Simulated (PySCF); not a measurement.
# Steps of a relaxation of [La(H2O)3]3+

[La(H2O)3]3+ (singlet; a saddle point, relaxed within its symmetry). PySCF 2.14.0, RKS PBE0, La lcecp-1-SVP with ECP46, O def2-SVP, H def2-SVP; non-relativistic Hamiltonian with scalar-relativistic core potentials where named; density fitting; no spin-orbit coupling. Origin of the start: template. Columns: position (Å) and force (eV/Å). Energies are counted from the last step; some of the 6 steps are shown. Forces carry noise of the integration grid, about 0.01 to 0.03 eV/Å.

Run from Python with OMP_NUM_THREADS=2. Where DIIS fails, smearing, a level shift and second-order steps follow.
It took 24 s on 2 threads of Arm Neoverse V1, with other jobs on the host, from the converged density of the start.

```xyz
10
step 0  E = 0.256 eV
La    0.0000    0.0000    0.0000     0.00    0.00    0.00
O     2.5600    0.0000    0.0000    -1.82    0.00    0.00
H     3.1500    0.0000    0.7700     0.44    0.00    0.40
H     3.1500    0.0000   -0.7700     0.44    0.00   -0.40
O    -1.2800    2.2170    0.0000     0.91   -1.57    0.00
H    -1.5750    2.7280    0.7700    -0.22    0.38    0.40
H    -1.5750    2.7280   -0.7700    -0.22    0.38   -0.40
O    -1.2800   -2.2170    0.0000     0.91    1.57    0.00
H    -1.5750   -2.7280    0.7700    -0.22   -0.38    0.40
H    -1.5750   -2.7280   -0.7700    -0.22   -0.38   -0.40
```

```xyz
10
step 2  E = 0.024 eV
La    0.0000    0.0000    0.0000     0.00    0.00    0.00
O     2.4453    0.0000    0.0000     0.32    0.00    0.00
H     3.0760    0.0000    0.7661    -0.30    0.00   -0.16
H     3.0760    0.0000   -0.7661    -0.30    0.00    0.16
O    -1.2227    2.1177    0.0000    -0.16    0.27    0.00
H    -1.5380    2.6639    0.7661     0.15   -0.26   -0.16
H    -1.5380    2.6639   -0.7661     0.15   -0.26    0.16
O    -1.2227   -2.1177    0.0000    -0.16   -0.27    0.00
H    -1.5380   -2.6639    0.7661     0.15    0.26   -0.16
H    -1.5380   -2.6639   -0.7661     0.15    0.26    0.16
```

```xyz
10
step 3  E = 0.005 eV
La    0.0000    0.0000    0.0000     0.00    0.00    0.00
O     2.4194    0.0000    0.0000     0.30    0.00    0.00
H     3.0455    0.0000    0.7663    -0.17    0.00   -0.07
H     3.0455    0.0000   -0.7663    -0.17    0.00    0.07
O    -1.2097    2.0953    0.0000    -0.15    0.26    0.00
H    -1.5228    2.6375    0.7663     0.09   -0.15   -0.07
H    -1.5228    2.6375   -0.7663     0.09   -0.15    0.07
O    -1.2097   -2.0953    0.0000    -0.15   -0.26    0.00
H    -1.5228   -2.6375    0.7663     0.09    0.15   -0.07
H    -1.5228   -2.6375   -0.7663     0.09    0.15    0.07
```

Q: Where does the relaxation end?

A: It converges at step 5 in D3h:
```xyz
10
step 5  E = 0
La    0.0000    0.0000    0.0000
O     2.4159    0.0000    0.0000
H     3.0320    0.0000    0.7691
H     3.0320    0.0000   -0.7691
O    -1.2080    2.0922    0.0000
H    -1.5160    2.6258    0.7691
H    -1.5160    2.6258   -0.7691
O    -1.2079   -2.0922    0.0000
H    -1.5160   -2.6258    0.7691
H    -1.5160   -2.6258   -0.7691
```

Q: How did the contacts change?

A: 
```
     contact  start (Å)  end (Å)
La1–O2 (H2O)      2.560    2.416
La1–O5 (H2O)      2.560    2.416
La1–O8 (H2O)      2.560    2.416
```
